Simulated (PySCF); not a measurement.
Energy of Hg (mercury, neutral) between two integer charges

The 6s beta orbital of [Xe] 4f14 5d10 6s2 is emptied in steps (occupation f), with all orbitals relaxed, ending at [Xe] 4f14 5d10 6s1. Computed with PySCF 2.14 in def2-TZVP with the def2 core potential (60 electrons), with a scalar-relativistic core potential. The exact energy is a straight line in f; departures are measured from the line between the end points of the same method.

```json
{"f": "1", "UHF (eV)": "0.000", "LDA (eV)": "0.000", "PBE (eV)": "0.000", "PBE0 (eV)": "0.000", "r2SCAN (eV)": "0.000", "LC-wPBE (eV)": "0.000", "BHandHLYP (eV)": "0.000", "wB97X (eV)": "0.000", "CAM-B3LYP (eV)": "0.000", "BLYP (eV)": "0.000"}
{"f": "0.9", "UHF (eV)": "0.035", "LDA (eV)": "-0.338", "PBE (eV)": "-0.332", "PBE0 (eV)": "-0.236", "r2SCAN (eV)": "-0.301", "LC-wPBE (eV)": "-0.008", "BHandHLYP (eV)": "-0.153", "wB97X (eV)": "-0.047", "CAM-B3LYP (eV)": "-0.132", "BLYP (eV)": "-0.338"}
{"f": "0.7", "UHF (eV)": "0.079", "LDA (eV)": "-0.793", "PBE (eV)": "-0.779", "PBE0 (eV)": "-0.554", "r2SCAN (eV)": "-0.707", "LC-wPBE (eV)": "-0.018", "BHandHLYP (eV)": "-0.360", "wB97X (eV)": "-0.111", "CAM-B3LYP (eV)": "-0.311", "BLYP (eV)": "-0.794"}
{"f": "0.5", "UHF (eV)": "0.091", "LDA (eV)": "-0.949", "PBE (eV)": "-0.932", "PBE0 (eV)": "-0.662", "r2SCAN (eV)": "-0.844", "LC-wPBE (eV)": "-0.023", "BHandHLYP (eV)": "-0.432", "wB97X (eV)": "-0.135", "CAM-B3LYP (eV)": "-0.373", "BLYP (eV)": "-0.951"}
{"f": "0.3", "UHF (eV)": "0.074", "LDA (eV)": "-0.801", "PBE (eV)": "-0.788", "PBE0 (eV)": "-0.558", "r2SCAN (eV)": "-0.711", "LC-wPBE (eV)": "-0.020", "BHandHLYP (eV)": "-0.366", "wB97X (eV)": "-0.114", "CAM-B3LYP (eV)": "-0.316", "BLYP (eV)": "-0.804"}
{"f": "0.1", "UHF (eV)": "0.031", "LDA (eV)": "-0.345", "PBE (eV)": "-0.339", "PBE0 (eV)": "-0.240", "r2SCAN (eV)": "-0.306", "LC-wPBE (eV)": "-0.009", "BHandHLYP (eV)": "-0.158", "wB97X (eV)": "-0.048", "CAM-B3LYP (eV)": "-0.137", "BLYP (eV)": "-0.347"}
{"f": "0", "UHF (eV)": "0.000", "LDA (eV)": "0.000", "PBE (eV)": "0.000", "PBE0 (eV)": "0.000", "r2SCAN (eV)": "0.000", "LC-wPBE (eV)": "0.000", "BHandHLYP (eV)": "0.000", "wB97X (eV)": "0.000", "CAM-B3LYP (eV)": "0.000", "BLYP (eV)": "0.000"}
```

Q: For BLYP, how does the orbital energy at f = 1 compare with the removal energy?

A: −ε = 6.714 eV against a total-energy difference of 10.460 eV. By Janak's theorem ε = ∂E/∂f, so the gap between them reflects the curvature. Along the path −ε is 7.443 (f = 0.9), 8.923 (f = 0.7), 10.430 (f = 0.5), 11.966 (f = 0.3), 13.532 (f = 0.1) eV.

| method | E(f=0) − E(f=1) (eV) | −ε at f=1 (eV) | −ε at f=0.5 (eV) |
| --- | --- | --- | --- |
| UHF | 8.500 | 8.893 | 8.486 |
| LDA | 10.854 | 7.107 | 10.830 |
| PBE | 10.443 | 6.769 | 10.417 |
| PBE0 | 10.148 | 7.526 | 10.135 |
| r2SCAN | 10.327 | 6.988 | 10.316 |
| LC-wPBE | 9.839 | 9.753 | 9.832 |
| BHandHLYP | 9.917 | 8.217 | 9.901 |
| wB97X | 10.131 | 9.617 | 10.122 |
| CAM-B3LYP | 10.245 | 8.779 | 10.229 |
| BLYP | 10.460 | 6.714 | 10.430 |

Reference removal energy between the ground levels: 10.438 eV (measured; NIST Atomic Spectra Database, ionization energies). UHF lacks correlation.
